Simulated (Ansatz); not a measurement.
Basis-set series for CH5BO2 (`BC(O)O`). The species carries charge 0 and has multiplicity 1. Geometry: relaxed with PBE0-D4/def2-TZVP. It is one conformer, not always the lowest.

| functional | basis | functions | energy (Eh) | HOMO (eV) | LUMO (eV) |
| --- | --- | --- | --- | --- | --- |
| PBE0-D4 | def2-SVP | 81 | -215.96663 | -8.07 | 0.72 |
| PBE0-D4 | def2-TZVPP | 194 | -216.22382 | -8.20 | 0.16 |
| ωB97M-V | def2-SVP | 81 | -216.11783 | -10.40 | 2.46 |
| ωB97M-V | def2-TZVPP | 194 | -216.38377 | -10.57 | 1.64 |

(1) Give the rows for def2-QZVPP. (An estimate is asked.)

## Answers

(1) Computed: 
```
functional       basis  functions  energy (Eh)  HOMO (eV)  LUMO (eV)
   PBE0-D4  def2-QZVPP        378   -216.23610      -8.24      -0.18
   ωB97M-V  def2-QZVPP        378   -216.39549     -10.60       1.03
```

Positive LUMOs are unbound and depend on the basis.
